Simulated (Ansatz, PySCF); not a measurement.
F6S, SMILES FS(F)(F)(F)(F)F.

Coordinates come from a PBE-D3(BJ)/def2-SVP optimisation.

Vertical ionisation energy (IE) and electron affinity (EA) in eV. Rows of orbital energies are one-electron estimates. Where ΔSCF, EOM or ADC give a negative EA the extra electron is unbound and the value depends on the basis.

```
level                                                                   IE    EA
-------------------------------------------------------------------  -----  ----
−ε(HOMO), −ε(LUMO), ωB97X/def2-TZVP (PySCF)                          15.02  0.15
−ε(HOMO), −ε(LUMO), PBE/def2-TZVP (PySCF)                            10.16  3.78
ΔSCF, PBE0/def2-SVPD (Ansatz), final states of multiplicity 2 and 2  15.20  0.70
ΔSCF, PBE/def2-SVPD (Ansatz), final states of multiplicity 2 and 2   13.93  0.80
```

Task: What vertical singlet–triplet gap does ΔSCF give with PBE0/def2-SVPD (Ansatz, a first-principles code) and with PBE/def2-SVPD (Ansatz)? (The exact figures need the calculation; the answer reports its results.)

Result: 7.39 and 6.19 eV (triplet above singlet where positive).
